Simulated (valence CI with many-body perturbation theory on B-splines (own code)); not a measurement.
# E1 transitions of Fe XIV

Calculated by configuration interaction combined with many-body perturbation theory (CI+MBPT): three valence electrons over a frozen Dirac-Fock core [Ne], radial functions for each j: 11 s, 11 p, 9 d, 7 f, 5 g, 2 h, 1 i, with the one-electron correlation potential Σ1 (screened to all orders), the two-electron term Σ2, the three-electron term Σ3, Breit, model QED; selected single and double excitations, second order for the rest (own B-spline code, finite nucleus).

No measured levels were compared; by estimate levels of excited configurations hold to 0.05 to 0.15 % of their energy, terms of the ground configuration to about 0.5 %.

Lines 101 to 150 of 263 in falling wavelength, among levels below 138.98 eV, chosen from the strongest by gf and those to the six lowest levels. Wavelengths and rates use the calculated energies, so an error of 300 cm⁻¹ moves a line at 28.49 nm by 0.085 % and its rate by three times that or more. Electric multipoles are in the length gauge, E1 and E2 with the static RPA response of the core. Weak lines are less certain than strong ones. Lines between different terms over intervals too small for the method are left out, as are lines whose strength nearly cancels. Where a level lies close to another of its J and parity, the split of strength between their lines is uncertain. The highest levels of a list are the least certain.

Names give the largest LS component (configuration and term), which can be under half, so a name can repeat, a term be missing and a line seem to break the LS rules; names also repeat where a configuration has a term twice. Letters in brackets count levels of one name in rising energy.

```tsv
λ vac (nm)	Upper	Lower	A (s⁻¹)	S (a.u.)
28.49	3p2 3d 4P_1/2	3s 3p 3d 4D°_1/2	6.26e+09	1.43e-01
28.47	3p2 3d 4D_7/2	3s 3p 3d 4F°_7/2	2.66e+09	2.42e-01
28.46	3p3 2D°_3/2	3s 3p2 4P_1/2	2.72e+08	1.24e-02
28.45	3p2 3d 2D_5/2 [b]	3s 3p 3d 2F°_5/2 [a]	4.49e+09	3.06e-01
28.33	3p2 3d 4P_5/2	3s 3p 3d 4D°_3/2	1.27e+09	8.54e-02
28.31	3p2 3d 4P_3/2	3s 3p 3d 4D°_3/2	3.39e+09	1.52e-01
28.27	3p2 3d 4D_3/2	3s 3p 3d 4F°_3/2	3.17e+09	1.42e-01
28.16	3p2 3d 2F_5/2 [b]	3s 3p 3d 2F°_5/2 [a]	4.99e+09	3.30e-01
28.15	3p2 3d 4P_5/2	3s 3p 3d 4P°_5/2	2.02e+09	1.33e-01
28.05	3p3 4S°_3/2	3s 3p2 4P_3/2	1.16e+10	5.07e-01
27.78	3p2 3d 2D_3/2 [b]	3s 3p 3d 2D°_5/2 [a]	3.25e+09	1.38e-01
27.76	3p2 3d 2G_9/2	3s 3p 3d 4F°_9/2	9.18e+08	9.69e-02
27.46	3p3 4S°_3/2	3s 3p2 4P_1/2	6.12e+09	2.50e-01
27.40	3s 3p2 2S_1/2	3s2 3p 2P°_1/2	1.78e+10	3.62e-01
27.34	3s 3p 3d 2P°_3/2 [b]	3s2 3d 2D_5/2	1.92e+10	7.73e-01
27.29	3s 3p 3d 2P°_1/2 [b]	3s2 3d 2D_3/2	2.76e+10	5.55e-01
27.19	3s 3p 3d 2P°_3/2 [b]	3s2 3d 2D_3/2	3.45e+09	1.37e-01
27.12	3s 3p 3d 2P°_3/2 [c]	3s2 3d 2D_5/2	8.34e+09	3.29e-01
27.06	3s 3p 3d 2D°_5/2 [b]	3s2 3d 2D_5/2	1.90e+10	1.12e+00
27.03	3s 3p2 2P_1/2	3s2 3p 2P°_3/2	2.10e+10	4.09e-01
26.98	3s 3p 3d 2P°_3/2 [c]	3s2 3d 2D_3/2	1.76e+10	6.80e-01
26.94	3p2 3d 2P_3/2 [b]	3s 3p 3d 2D°_3/2	4.50e+09	1.74e-01
26.46	3s 3p2 2P_3/2	3s2 3p 2P°_3/2	3.28e+10	1.20e+00
26.41	3p2 3d 2D_5/2 [b]	3s 3p 3d 2D°_5/2 [a]	4.19e+09	2.29e-01
26.12	3p2 3d 2F_5/2 [b]	3s 3p 3d 2D°_3/2	1.03e+10	5.46e-01
26.02	3p2 3d 2F_5/2 [a]	3p3 2D°_3/2	2.15e+09	1.12e-01
25.82	3p2 3d 2F_7/2 [b]	3s 3p 3d 2D°_5/2 [a]	1.18e+10	8.04e-01
25.82	3p2 3d 2F_7/2 [a]	3p3 2D°_5/2	3.17e+09	2.15e-01
25.72	3s 3p2 2P_1/2	3s2 3p 2P°_1/2	1.30e+10	2.18e-01
25.58	3s 3p 3d 4P°_5/2	3s 3p2 2D_3/2	4.62e+07	2.29e-03
25.43	3s 3p 3d 4D°_3/2	3s 3p2 2D_3/2	5.15e+08	1.67e-02
25.30	3p2 3d 2D_3/2 [a]	3p3 2P°_1/2	2.62e+09	8.38e-02
25.20	3s 3p2 2P_3/2	3s2 3p 2P°_1/2	7.49e+09	2.37e-01
25.04	3s 3p 3d 4F°_3/2	3s 3p2 4P_5/2	1.09e+05	3.39e-06
25.04	3p2 3d 4P_5/2	3p3 2P°_3/2	5.48e+09	2.55e-01
24.79	3s 3p 3d 4F°_5/2	3s 3p2 4P_5/2	8.81e+07	3.97e-03
24.77	3p2 3d 2P_3/2 [a]	3p3 2D°_5/2	1.24e+10	3.73e-01
24.77	3p3 2P°_3/2	3s 3p2 4P_5/2	2.04e+08	6.13e-03
24.73	3s 3p 3d 4P°_1/2	3s 3p2 2D_3/2	4.10e+07	6.12e-04
24.71	3s 3p 3d 4D°_5/2	3s 3p2 2D_3/2	9.11e+07	4.07e-03
24.71	3s 3p 3d 4P°_3/2	3s 3p2 2D_3/2	5.73e+07	1.71e-03
24.54	3p2 3d 2P_3/2 [a]	3p3 2D°_3/2	2.86e+09	8.35e-02
24.45	3s 3p 3d 4F°_3/2	3s 3p2 4P_3/2	1.23e+08	3.56e-03
24.43	3s 3p 3d 4F°_7/2	3s 3p2 4P_5/2	2.99e+08	1.72e-02
24.40	3p3 2P°_1/2	3s 3p2 4P_3/2	2.43e+07	3.49e-04
24.36	3s 3p 3d 2P°_3/2 [a]	3s 3p2 2P_3/2	9.88e+09	2.82e-01
24.21	3s 3p 3d 4F°_5/2	3s 3p2 4P_3/2	1.62e+08	6.82e-03
24.20	3p3 2P°_3/2	3s 3p2 4P_3/2	4.26e+08	1.19e-02
24.05	3s 3p 3d 2D°_3/2	3s 3p2 2D_5/2	2.65e+09	7.29e-02
24.02	3s 3p 3d 2D°_5/2 [a]	3s 3p2 2D_5/2	2.83e+10	1.16e+00
```
